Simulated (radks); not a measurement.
Values are calculated unless marked as measured or tabulated.
Rh2+, 43 electrons, occupied as [Kr] 4d7. Level of theory: Dirac Kohn-Sham, BLYP, spin-unpolarised, spherical densities, point nucleus; open shells fill j = l - 1/2 first (a radial shooting solver on a logarithmic mesh with Libxc functionals).

Normalised radial functions P(r) = r R(r) (large component), r in bohr:

r	3d5/2	4p1/2	4p3/2
0.001117	0.0000	0.0017	0.0006
0.001455	0.0000	0.0025	0.0009
0.001909	0.0000	0.0036	0.0016
0.002486	0.0000	0.0052	0.0027
0.003263	0.0001	0.0078	0.0045
0.004249	0.0002	0.0117	0.0074
0.005578	0.0004	0.0179	0.0123
0.007263	0.0008	0.0272	0.0199
0.009457	0.0017	0.0412	0.0318
0.01241	0.0038	0.0628	0.0508
0.01616	0.0078	0.0933	0.0786
0.02122	0.0164	0.1373	0.1197
0.02763	0.0329	0.1937	0.1737
0.03626	0.0656	0.2634	0.2426
0.04722	0.1241	0.3325	0.3139
0.06148	0.2254	0.3816	0.3698
0.0807	0.3950	0.3749	0.3760
0.1051	0.6381	0.2718	0.2898
0.1379	0.9635	0.0431	0.0780
0.1796	1.3043	-0.2615	-0.2196
0.2357	1.5805	-0.5335	-0.5033
0.307	1.6574	-0.5797	-0.5809
0.3997	1.4777	-0.2928	-0.3330
0.5247	1.0739	0.2815	0.2162
0.6832	0.6232	0.8411	0.7832
0.8967	0.2655	1.1094	1.0867
1.168	0.0815	0.9736	0.9874
1.533	0.0154	0.6082	0.6388
1.996	0.0018	0.2789	0.3045
2.599	0.0001	0.0894	0.1022
3.411	0.0000	0.0175	0.0212
4.441	0.0000	0.0020	0.0026

3d5/2: eigenvalue -319.46 eV, 0 radial nodes, <r> = 0.372 bohr, 90 % of the charge inside 0.590 bohr. 4p1/2: eigenvalue -73.748 eV, 2 radial nodes at r = 0.144, 0.464 bohr, <r> = 1.05 bohr, 90 % of the charge inside 1.56 bohr. 4p3/2: eigenvalue -69.783 eV, 2 radial nodes at r = 0.149, 0.476 bohr, <r> = 1.08 bohr, 90 % of the charge inside 1.60 bohr.
